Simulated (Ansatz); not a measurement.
Consider the homolysis of the Si–Si bond: `N[SiH](O)[SiH3]` → `[SiH3]`• + `N[SiH]O`•.

Computed with Ansatz on PBE0-D4/def2-TZVP structures; ΔE is electronic, products minus reactants. CCSD(T)/CBS is the MP2 limit (def2-TZVPP, def2-QZVPP) plus CCSD(T) − MP2 in def2-TZVPP, frozen cores. This one scheme is used for every species. DFT in def2-TZVPP. No spin–orbit coupling; open shells (•) take unrestricted orbitals. Each species was taken in one conformer, which may not be the lowest.

| level | ΔE (kJ/mol) |
| --- | --- |
| r2SCAN-D4 | 308.9 |
| ωB97M-V | 340.5 |
| B2PLYP | 317.8 |
| PBE-QIDH | 328.1 |
| PBE0 | 316.3 |
| MP2/def2-TZVPP | 327.9 |
| MP2/def2-QZVPP | 334.1 |
| CCSD/CBS(def2) | 333.8 |

Q: What does CCSD(T)/CBS give? (An estimate is asked.)

A: The calculation gave: +339.3 kJ/mol. The listed levels differ from it by -30.4, 1.2, -21.5, -11.2, -23.0, -11.4, -5.2, -5.5 kJ/mol.

Largest T1 diagnostic among the species: 0.015.

In def2-TZVPP, CCSD(T) changes the Hartree–Fock value by +84.2 kJ/mol (the triples alone add +5.6 kJ/mol) and MP2 by +84.2 kJ/mol; breaking electron pairs costs correlation energy, which Hartree–Fock lacks. The D4 term adds +12.9 kJ/mol with B3LYP and +7.2 kJ/mol with PBE0; it sums over pairs of atoms, weighted by their polarisabilities, and B3LYP, whose exchange is more repulsive, gets the larger term. At CCSD(T), def2-SVP lies −24.4 kJ/mol from the extrapolated value and def2-TZVPP −11.4 kJ/mol: correlation converges slowly with the basis, and small sets miss more of it in the bonded molecule than in its fragments.

B3LYP here is the variant with VWN-RPA as its local correlation; programs differ in this.

CCSD(T)/CBS has its own doubt, a few kJ/mol and more with outer-core shells, so smaller differences from it don't rank the levels.
